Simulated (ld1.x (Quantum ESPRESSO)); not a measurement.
**u(r) = r·R(r): atom against pseudo-atom (promethium)**

Columns: radius, all-electron u(r) and pseudo u(r) of the 6s shell (level -3.56 eV) of promethium in the configuration [Xe] 4f5 5d0 6s2 6p0; Wu–Cohen, scalar-relativistic, TM semilocal scheme, ld1.x (Quantum ESPRESSO) 7.5.

```csv
r (bohr),all-electron,pseudo
0.175,0.0993,-0.0100
0.350,-0.0809,-0.0205
0.525,-0.1365,-0.0320
0.700,0.0155,-0.0450
0.875,0.1683,-0.0601
1.050,0.2422,-0.0780
1.225,0.2380,-0.0994
1.400,0.1795,-0.1249
1.575,0.0912,-0.1550
1.750,-0.0088,-0.1902
1.925,-0.1085,-0.2301
2.100,-0.2006,-0.2742
2.275,-0.2816,-0.3208
2.450,-0.3501,-0.3678
2.625,-0.4064,-0.4126
2.800,-0.4510,-0.4525
2.975,-0.4854,-0.4855
3.150,-0.5107,-0.5107
3.325,-0.5281,-0.5281
3.500,-0.5386,-0.5386
3.675,-0.5431,-0.5431
3.850,-0.5422,-0.5422
4.025,-0.5369,-0.5369
4.200,-0.5279,-0.5279
4.375,-0.5157,-0.5157
4.550,-0.5008,-0.5008
```

(1) How many radial nodes do the two functions have?

(2) At about which radius was the pseudo-wave matched?

(3) Where does each function peak?

(4) Is the pseudo-wave norm-conserving?

Results:

(1) The all-electron 6s function has n − l − 1 = 5 (the table is too coarse to show those close to the nucleus); the pseudo-wave has 0, since the states of the same l below it are removed with the core.

(2) 3.30 bohr. The columns agree to 0.0005 from 2.98 bohr on; several derivatives are matched, so the curves merge somewhat inside the radius.

(3) Outermost all-electron maximum near 3.67 bohr, pseudo maximum near 3.67 bohr (to the table’s step).

(4) Yes: the TM semilocal scheme keeps the norm inside the radius equal to the all-electron one, which fixes the energy derivative of the logarithmic derivative at the level.
